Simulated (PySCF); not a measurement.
Dipole moment and polarisability of `C[Si@H](Br)C#[C][GeH3]`

Compound: C3H7BrGeSi.
Geometry (PBE0-D3(BJ)/def2-SVP, Å), atoms numbered from 1 in this order:
```
atom  x, y, z in Å
C1    -2.614    0.557   -0.076
Si2   -1.484   -0.784   -0.705
Br3   -1.870   -2.661    0.443
C4     0.273   -0.339   -0.461
C5     1.450   -0.053   -0.283
Ge6    3.284    0.380   -0.006
H7    -3.667    0.263   -0.206
H8    -2.429    0.738    0.993
H9    -2.437    1.493   -0.628
H10   -1.718   -1.094   -2.141
H11    3.595    1.680   -0.761
H12    3.518    0.565    1.499
H13    4.143   -0.771   -0.546
```

Level: CAM-B3LYP/def2-SVPD (PySCF), static field, nuclei fixed, core orbitals frozen in the response. The polarisability tensor in these axes (au):

```
x   145.28  14.08   1.95
y    14.08 109.35  -4.04
z     1.95  -4.04  93.15
```

Problem. What are the eigenvalues, a third of the trace, and Δα (Δα² = ½Σ(αi − αj)² over the three pairs)?

Solution. Principal values 91.60, 106.03 and 150.15 au; mean 115.93 au = 17.18 Å³ = 19.11 × 10⁻⁴⁰ C²·m²/J; Δα = 52.83 au (46 % of the mean).

Problem. What is the dipole moment, and where does it point?

Solution. (0.60, 2.01, -0.37) D, 2.13 D in size, pointing from the negative to the positive side. Measured along this direction, the outermost atoms are Br3 at the negative end and H11 at the positive end.

Problem. Give the principal axes and the span of the nuclei along them.

Solution. Largest value along (0.95, 0.33, 0.01), where the nuclei span 7.32 Å; middle along (-0.30, 0.89, -0.33), 4.24 Å; least along (-0.11, 0.31, 0.95), 3.60 Å. The response follows the extents in order.

Problem. How large is μ²/3kT at 273 K beside α?

Solution. In Gaussian units μ²/3kT = 40.27 Å³ against 17.18 Å³, a ratio of 2.34; the Debye molar polarisation (4π/3)N_A(α + μ²/3kT) is 144.9 cm³/mol, leaving out the vibrational part.

Problem. What molar refraction does this α imply?

Solution. Lorentz–Lorenz: R = (4π/3)N_A α = 2.5225 cm³/(mol·Å³) × 17.18 Å³ = 43.3 cm³/mol, in the limit of long wavelengths.

Problem. Give the eigenvalues of the traceless quadrupole moment Θ = ½Σq(3rr − r²1), origin at the centre of nuclear charge.

Solution. -5.36, -3.41, 8.77 D·Å. The values depend on the origin, since the dipole doesn't vanish. The electronic extent ⟨r²⟩ about the same centre is 3166 bohr², a root-mean-square distance of 2.89 Å for the 106 electrons.

Geometry: PBE0-D3(BJ)/def2-SVP; no solvent, vibrations or thermal averaging. The calculation is non-relativistic, for germanium and bromine too.
